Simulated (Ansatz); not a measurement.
The cluster Ta2O6H2, relaxed as a singlet with RKS PBE-D4/def2-SVP in Ansatz, starting from the GFN2-xTB geometry. Force threshold 0.02 eV/Å.

In the def2 sets Ta takes a core potential; there is no spin–orbit coupling. The structure holds 2 bonds between oxygen atoms, so isomers without such links may lie far lower. The restricted singlet is unstable towards broken spin symmetry in Hartree–Fock (as tested in another run); at PBE-D4/def2-SVP this wasn't settled. The relaxation made no stability test and no search for a lower SCF solution. No other spin state of charge 0 was run. Another isomer (singlet) lies 6.37 eV lower at PBE0-D4/def2-TZVP; other spin states weren't run for this one.

Start:

| atom | x (Å) | y (Å) | z (Å) |
| --- | --- | --- | --- |
| Ta1 | -0.3713 | -0.1305 | -0.7455 |
| Ta2 | -0.1394 | 0.9013 | 1.7955 |
| O3 | -1.3110 | 0.9592 | 0.3552 |
| O4 | -0.9126 | -1.7425 | 0.2271 |
| O5 | 1.2364 | 0.8399 | -0.7293 |
| O6 | 0.9622 | 0.8879 | 3.0849 |
| O7 | -1.3252 | -1.7564 | -1.0838 |
| O8 | 0.4634 | -1.6115 | 0.2539 |
| H9 | -0.6748 | 0.3576 | -2.3129 |
| H10 | 2.0724 | 1.2949 | -0.8451 |

```tsv
step	energy (eV)	largest force component (eV/Å)	SCF passes
1	-15395.1280	5.444	50
2	-15397.0242	2.193	36
3	-15397.5480	1.718	37
4	-15397.9930	2.525	36
5	-15398.5203	2.812	37
6	-15398.9383	2.726	35
7	-15399.2144	2.588	36
8	-15399.3521	2.033	29
9	-15399.4259	0.264	29
10	-15399.4382	0.247	31
11	-15399.4450	0.221	25
13	-15399.4608	0.745	31
15	-15399.4706	0.093	24
17	-15399.4740	0.184	31
19	-15399.4753	0.025	25
21	-15399.4758	0.076	23
23	-15399.4761	0.011	24
25	-15399.4762	0.022	24
27	-15399.4763	0.031	24
29	-15399.4765	0.059	25
31	-15399.4766	0.014	24
```

Force components are those of the run's own axes.

End:

```xyz
10

Ta   -0.078   -0.082   -0.584
Ta   -0.970    1.655    2.564
O    -0.825    1.081    0.780
O    -0.627   -1.983    0.190
O     1.535    0.741   -1.124
O     0.174    0.713    3.428
O    -1.398   -1.514   -1.010
O     0.771   -1.871   -0.271
H    -0.766    0.405   -2.136
H     2.185    0.855   -1.836
```

By distances, no bond broke or formed. The bond that changes most is Ta1–O4, from 1.96 to 2.12 Å (atoms count from 1).

The force fell under the threshold at step 23, but the optimiser went on. No frequencies were taken in this run, so the end may be a saddle point.

It took 61 s on 4 threads of Arm Neoverse V1 on a shared host.
